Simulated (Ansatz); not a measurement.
Ge3F3⁻. Total charge -1; triplet. Geometry r2SCAN-D4/def2-SVPD, that of the charge -1 singlet; atoms count from 1.

```xyz
6

Ge    0.219   -1.043    0.202
Ge   -0.867   -0.316   -1.852
Ge    1.005    1.209    0.747
F     0.679    0.239   -2.673
F     0.098    1.546    2.296
F    -1.134   -1.635    1.280
```

At PBE0-D4/def2-TZVPD a singlet of charge -1 lies 1.27 eV below the triplet at the same geometry. The structure comes from a short search, and lower isomers may exist.

(1) Estimate the Mulliken populations from the PBE0/def2-TZVPD orbitals of Ansatz.

(2) Where does the spin sit?

(3) And the Mayer bond orders between bonded heavy atoms (over 0.3)?

Answers

(1) 
```csv
atom,charge (e),spin (α − β)
Ge1,0.08,0.61
Ge2,0.07,0.47
Ge3,0.18,0.89
F4,-0.42,-0.01
F5,-0.44,0.02
F6,-0.48,0.01
```
Mulliken values and Mayer orders depend strongly on the basis. With diffuse functions, as here, like atoms can get unlike values, and bond orders can come out too low or too high.

(2) Summed by element: Ge 1.98, F 0.02, of 2 unpaired in all. Largest on single atoms: Ge3 0.89, Ge1 0.61, Ge2 0.47.

(3) Ge1–Ge2 0.96 (2.43 Å); Ge1–Ge3 0.93 (2.45 Å); Ge1–F6 0.69 (1.83 Å); Ge2–F4 0.63 (1.84 Å); Ge3–F5 0.70 (1.83 Å). Values over 0.3 also appear between atoms too far apart for a bond (Ge2–Ge3 0.53 at 3.55 Å); they arise where an orbital or an unpaired electron spreads over both atoms.
